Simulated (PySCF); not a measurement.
Gold: a sound run and one with changed settings

Sound run: Au [Xe] 4f14 5d10 6s1, Au⁺ [Xe] 4f14 5d10. Computed with PySCF 2.14 in def2-SVP with the def2 core potential (60 electrons) (6s3p2d1f, 32 functions), with scalar relativity through the core potential. In the sound run the correlated levels freeze 5s2 5p6 outside the core potential. The sound run starts from symmetry-adapted Hartree-Fock orbitals and uses a fine grid where one is needed.

A second run was set up differently.

```csv
species,method,sound run (hartree),changed run (hartree),converged
Au,MP2,-135.03691,-135.11469,yes
Au⁺,MP2,-134.71061,-134.78180,yes
```

Ionisation energy of Au:

```tsv
method	sound run (eV)	changed run (eV)
UHF	7.693	7.693
MP2	8.879	9.058
SCS-MP2	8.728	8.854
```

(1) What was changed?
A. basis contracted for another Hamiltonian
B. all electrons correlated in a valence basis
C. too few SCF iterations
D. minimal basis

## Answers

(1) B. A valence basis has no tight correlating functions, so it recovers only part of the core correlation, and not evenly between atom and ion.
